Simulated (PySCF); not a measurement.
Bi (SMILES [Bi]), quartet (core potentials on Bi). Base run: DF-CAMB3LYP/def2-SV(P) in PySCF.

PySCF was given this input:
```python
from pyscf import gto, scf, dft

mol = gto.Mole()
mol.atom = '''
    Bi    0.000000    0.000000    0.000000
'''
mol.basis = 'def2-sv(p)'
mol.ecp = {'Bi': 'def2-sv(p)'}
mol.charge = 0
mol.spin = 3
mol.verbose = 4
mol.build()

mf = dft.UKS(mol)
mf.xc = 'camb3lyp'
mf = mf.density_fit(auxbasis='def2-universal-jkfit')
mf.kernel()
mf.analyze()
```

The base run was repeated with changes; each row names its change, and settings that it needs were set with it.

```
change              basis functions      E (Eh)  HOMO (eV)
------------------  ---------------  ----------  ---------
base                             26  -214.58017      -7.20
basis = LANL2DZ                   8    -5.40100      -7.20
basis = def2-SVP                 26  -214.58017      -7.20
basis = def2-SVPD                32  -214.58035      -7.21
basis = def2-TZVPP               50  -214.58508      -7.25
basis = def2-TZVP                50  -214.58508      -7.25
basis = def2-TZVPD               56  -214.58510      -7.26
basis = def2-QZVP                82  -214.58588      -7.26
basis = def2-QZVPP               82  -214.58588      -7.26
```

Totals compare only among sets that treat the same electrons; sets with core potentials leave the core out.

Open shells are given as the SCF converged; they aren't shown to be the lowest states, and a large step between rows can be another state.
